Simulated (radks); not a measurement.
Results of a calculation; reference values are marked as such.
Pm41+, 20 electrons, occupied as [Ar] 3d2.

Code: a radial shooting solver on a logarithmic mesh with Libxc functionals. Model: scalar-relativistic Kohn-Sham, PBE, spin-polarised, spherical densities, finite nucleus; open shells are filled with parallel spins first (spin-orbit coupling, left out, can overturn this in heavy ions); Fermi nuclear charge, rms radius 4.962 fm.

Energy parts (hartree):
| part | energy |
|---|---|
| total | -8641.7930 |
| kinetic | 9298.9631 |
| electron-nucleus | -19131.3447 |
| Hartree | 1338.7500 |
| exchange-correlation | -148.1614 |

Orbitals (lengths in bohr, moments of r in powers of bohr; <r^-3> diverges for s and p1/2; r(90%) holds 90 % of the orbital's charge):
orbital,occ.,eigenvalue (hartree),r(90%),<r^-3>
1s up,1,-1740.110,0.0419,-
1s down,1,-1740.107,0.0419,-
2s up,1,-352.7350,0.152,-
2s down,1,-352.3991,0.152,-
2p up,3,-324.4945,0.140,9705
2p down,3,-324.2383,0.140,9721
3s up,1,-130.7484,0.354,-
3s down,1,-130.3869,0.354,-
3p up,3,-122.0008,0.353,2380
3p down,3,-121.6237,0.353,2367
3d up,2,-111.8700,0.323,337.4
3d down,0,-111.3863,0.324,336.4

The highest occupied level is 3d up at -3044.1 eV. Spin moment in Bohr magnetons: 2. The density falls to 0.001 e/bohr^3 at r = 0.73 bohr. The electron density at the nucleus is 5.135e+05 e/bohr^3 (large components only). For comparison, the ionisation energy in NIST's Atomic Spectra Database is 3112 eV (theoretical). In exact Kohn-Sham theory the highest level is minus the ionisation energy, but local and semilocal functionals leave it too shallow, through self-interaction and a potential that decays too fast; potentials with the right tail come closer. The spin density at the nucleus is -13.74 e/bohr^3 (1s -2.00, 2s -45.34, 3s 33.61). Summed over all electrons, <r^2> = 0.7096 bohr^2, which gives a Langevin (diamagnetic) susceptibility term of -0.562 x 10^-6 cm^3/mol.
